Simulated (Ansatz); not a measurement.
`C=NC[SiH3]` → `CN1C[SiH2]1`  (isomerisation)

Isolated molecules relaxed with PBE0-D4/def2-TZVP in Ansatz; ΔE leaves out vibrations. CCSD(T)/CBS is the MP2 limit (def2-TZVPP, def2-QZVPP) plus CCSD(T) − MP2 in def2-TZVPP, frozen cores. Functionals use def2-TZVPP. B3LYP here is the variant with VWN-RPA as its local correlation; programs differ in this. Each species was taken in one conformer, which may not be the lowest.

| level | ΔE (kJ/mol) | difference from CCSD(T)/CBS |
| --- | --- | --- |
| B97M-V | 15.9 | -5.9 |
| B3LYP-D4 | 28.2 | 6.4 |
| CAM-B3LYP-D4 | 22.9 | 1.1 |
| r2SCAN | 14.2 | -7.6 |
| CAM-B3LYP | 23.3 | 1.5 |
| HF/def2-SVP | 50.5 | 28.7 |
| MP2/def2-TZVPP | 14.5 | -7.3 |
| CCSD(T)/def2-TZVPP | 26.9 | 5.1 |
| HF/def2-QZVPP | 44.3 | 22.5 |
| SCS-MP2/def2-QZVPP | 21.4 | -0.4 |
| CCSD(T)/CBS | 21.8 | 0 |

Largest T1 diagnostic among the species: 0.012.

From r2SCAN to r2SCAN0 (25 % exact exchange), in def2-TZVPP and without D4, ΔE moves by −4.0 kJ/mol. At CCSD(T), def2-SVP lies +19.8 kJ/mol from the extrapolated value and def2-TZVPP +5.1 kJ/mol. Leaving LDA and LC-ωPBE aside and taking each functional with its dispersion term where it has one, the values, not all of them listed here, spread over 24.8 kJ/mol, from PBE-QIDH to BLYP-D4. LDA lies −20.4 kJ/mol from PBE without D4.
